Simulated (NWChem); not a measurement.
Species: BHICl; SMILES ClBI

Results from NWChem. Coordinates come from a PBE-D3(BJ)/def2-SVP optimisation. def2 effective core potentials on I; no spin-orbit coupling. B3LYP is NWChem's, with the RPA form of VWN correlation. Static field.

Q: Order these by “anisotropy (bohr³)”, lowest first: BHandHLYP/def2-SVPD; PBE/def2-SVPD; B3LYP/def2-SVPD.

A: BHandHLYP/def2-SVPD (30.9), B3LYP/def2-SVPD (34.3), PBE/def2-SVPD (37.0)
